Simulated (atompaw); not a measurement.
## Ranking PAW (atompaw) potentials for V

All share these settings but for the change named:

atompaw 4.2.0.5 input, output lines left out:

```
V 23
LDA-PW scalarrelativistic loggrid 1500 logderivrange -5 5 251
4 4 3 0 0 0
4 1 0
3 2 3
0 0 0
c
c
c
v
c
v
v
v
2
2.60 2.20 1.95 1.60
y
0.2
n
n
y
4.9
n
custom polynom2 7 10 vanderbiltortho besselshape
3 -0.5 ultrasoft
2.60
2.60
1.05
2.60
2.60
1.20
```

Cutoff: the first of the cutoffs (Ry, on a coarse ladder) from which the occupation-weighted sum of valence levels, in a spherical-Bessel basis at the reference potential, stays within 10 and 1 mRy of its value at 400 Ry; the density cutoff is not measured.

Of 6 variants that were run, those that failed, showed a ghost or another fault, or gave nearly equal values are left out.

Task: Rank these variants from softest to hardest (loose cutoff).
A. all radii scaled by about 1.29 (s 3.36, p 1.36, d 3.36 bohr); local potential ultrasoft scheme with l = 3 at -0.5 Ry, radius 2.52 bohr; augmentation besselshape compensation charge, radius 2.84 bohr; PAW radius 3.36 bohr; waves and projectors: custom polynom2 7 10 vanderbiltortho; core correction smooth core density matched at 2.06 bohr
B. all radii scaled by about 1.18 (s 3.08, p 1.24, d 3.08 bohr); local potential ultrasoft scheme with l = 3 at -0.5 Ry, radius 2.30 bohr; augmentation besselshape compensation charge, radius 2.60 bohr; PAW radius 3.08 bohr; waves and projectors: custom polynom2 7 10 vanderbiltortho; core correction smooth core density matched at 1.90 bohr
C. all radii scaled by about 1.11 (s 2.88, p 1.16, d 2.88 bohr); local potential ultrasoft scheme with l = 3 at -0.5 Ry, radius 2.16 bohr; augmentation besselshape compensation charge, radius 2.44 bohr; PAW radius 2.88 bohr; waves and projectors: custom polynom2 7 10 vanderbiltortho; core correction smooth core density matched at 1.78 bohr

Result: A (80 Ry), B (200 Ry), C (260 Ry).
